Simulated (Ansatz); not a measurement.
Reaction (ligand exchange at a B–N bond): `C=NB(F)Cl` + H₂S → `FB(S)Cl` + `C=N`

Program: Ansatz. Geometries: PBE0-D4/def2-TZVP. ΔE: electronic, gas phase. CCSD(T)/CBS adds triple-zeta CCSD(T) − MP2 to the extrapolated MP2 energy (def2 sets, frozen cores). This one scheme is used for every species. DFT in def2-TZVPP. B3LYP here is the variant with VWN-RPA as its local correlation; programs differ in this. One conformer a species, not always the lowest.

**Question.** Is it downhill or uphill in electronic energy at CCSD(T)/CBS, and by how much? (An estimate is asked.)

**Answer.** Ansatz gave: Uphill: ΔE = +4.8 kJ/mol.

**Question.** What do these levels give: PBE0-D4, B3LYP-D4, PBE, PBE0, MP2/def2-TZVPP, CCSD/def2-TZVPP? (Best estimate.)

**Answer.** Ansatz gave: PBE0-D4 7.4, B3LYP-D4 14.1, PBE 7.1, PBE0 7.3, MP2/def2-TZVPP 3.1, CCSD/def2-TZVPP 6.4 kJ/mol.

**Question.** What do rigid-rotor, harmonic-oscillator terms from PBE0-D4/def2-TZVP frequencies (298.15 K, 1 bar) make of the CCSD(T)/CBS value? (Estimate.)

**Answer.** Computed: ΔZPE = +9.7 kJ/mol, ΔH = +12.3 kJ/mol, ΔS = 3 J/(mol·K), ΔG = +11.4 kJ/mol.

Largest T1 diagnostic among the species: 0.013.

At CCSD(T), def2-SVP lies +3.3 kJ/mol from the extrapolated value and def2-TZVPP −0.8 kJ/mol. Leaving LDA and LC-ωPBE aside and taking each functional with its dispersion term where it has one, the values, not all of them listed here, spread over 11.2 kJ/mol, from revPBE-D4 to CAM-B3LYP-D4. LDA lies +9.2 kJ/mol from PBE without D4.
